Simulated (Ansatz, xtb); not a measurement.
## Relative energy of two structures of BGeHO

Structure I: `[BH]1[O][Ge]1`, a singlet. Structure II: a triplet given by its coordinates. Both are isolated molecules in the gas phase, relaxed with PBE0-D3(BJ)/pcseg-1.

I (Å):

```xyz
4

B    -0.4968   -0.5199    0.5826
Ge    0.3509    0.7309   -0.7795
O    -0.9811    0.7197    0.6470
H    -0.7782   -1.4851    1.2354
```

II (Å):

```xyz
4

B    -1.3768   -0.9226   -2.5625
Ge   -0.3235   -2.9252   -2.2865
O    -2.2455   -1.8088   -2.3922
H    -1.0338    0.2010   -2.7510
```

Close contacts (Å): B1–Ge2 2.28, B1–O3 1.25, Ge2–O3 2.23, B1–H4 1.19.

**Question.** Estimate which is lower in electronic energy at CCSD(T)/def2-TZVPP, and by roughly how much.

**Answer.** The CCSD(T)/def2-TZVPP calculation puts structure I lower, by 81.4 kJ/mol.

Level by level:

```
              level             geometry  E(II) − E(I) (kJ/mol)  departure from the last row (kJ/mol)  job, with rough time for the two
          HF/STO-3G             GFN2-xTB                  +120.3                                 +38.9              single point, 0.61 s
 r2SCAN-D4/def2-SVP             GFN2-xTB                   +54.6                                 −26.8               single point, 4.9 s
PBE0-D3(BJ)/pcseg-1  PBE0-D3(BJ)/pcseg-1                   +58.9                                 −22.4                optimisation, 38 s
      HF/def2-TZVPP  PBE0-D3(BJ)/pcseg-1                    +9.4                                 −72.0           part of the CCSD(T) run
     MP2/def2-TZVPP  PBE0-D3(BJ)/pcseg-1                   +84.4                                  +3.0           part of the CCSD(T) run
 CCSD(T)/def2-TZVPP  PBE0-D3(BJ)/pcseg-1                   +81.4                                                     single point, 2 min
```

None of the levels shown reverses the order. The largest departure from CCSD(T)/def2-TZVPP is that of HF/def2-TZVPP, 72.0 kJ/mol.

With harmonic frequencies from PBE0-D3(BJ)/pcseg-1 (ideal gas, rigid rotor, one conformer each, 298.15 K, 1 atm): on the last row, ΔE + ΔZPE = +79.4, ΔH = +80.8, ΔG = +75.0 kJ/mol.

Open shells are spin-unrestricted. The correlated steps freeze 11 core orbitals; the filled d shell of Ge is correlated, in a basis made for valence electrons. ΔG holds the spin degeneracy. Run with Ansatz 0.2.0, xtb 6.7.1; the last row on 1 thread of Arm Neoverse V2 on a shared host.
